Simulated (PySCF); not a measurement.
SMILES B=[N], doublet, B3LYP/def2-SVP optimised geometry.

```
3

B      0.06     0.00     0.00
N     -1.25     0.00     0.00
H      1.25     0.00     0.00
```

Density from unrestricted B3LYP/def2-TZVP (PySCF 2.14.0) at that geometry.

Minimum of the electron density along straight lines between bonded atoms, close to the bond critical point (lines longer than 1.1 times the sum of covalent radii, or with two minima, are not listed):

```csv
bond,length / Å,ρ at the minimum / e bohr⁻³,∇²ρ there / e bohr⁻⁵,position (fraction from the first atom)
B1–N2,1.308,0.278,0.84,0.34
B1–H3,1.184,0.194,-0.52,0.45
```
